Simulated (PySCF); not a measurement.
**Working with the constants of SbO⁻**

ROHF-CCSD(T) constants of SbO⁻, ³Σ⁻ (triplet), unpaired electrons π ↑↑ (PySCF, scalar-relativistic core potentials, basis sets Sb def2-TZVPPD with ECP28, O def2-TZVPPD; masses 120.9038 and 15.9949 u):

* ωe: 723.2 cm⁻¹
* ωexe: 3.46 cm⁻¹
* Be: 0.33526 cm⁻¹
* αe: 0.00220 cm⁻¹

(1) What force constant and bond length do these constants imply?

(2) Estimate the centrifugal constant D from the Kratzer relation and find the Dunham coefficient a1.

Correlated steps freeze 5 core orbitals. Spin–orbit coupling is left out, which matters for elements this heavy, above all for dissociation energies. The state was picked by a PBE0 search and need not be the measured ground state.

Answers

(1) Reduced mass μred = 14.126 u; k = 5.8918×10⁻⁷·μred·ωe² (u, cm⁻¹, mdyn/Å) = 4.35 mdyn/Å; Re = √(16.8576/(μred·Be)) (u, cm⁻¹, Å) = 1.887 Å.

(2) D = 4Be³/ωe² = 2.88e-07 cm⁻¹; a1 = −1 − αeωe/(6Be²) = -3.36.
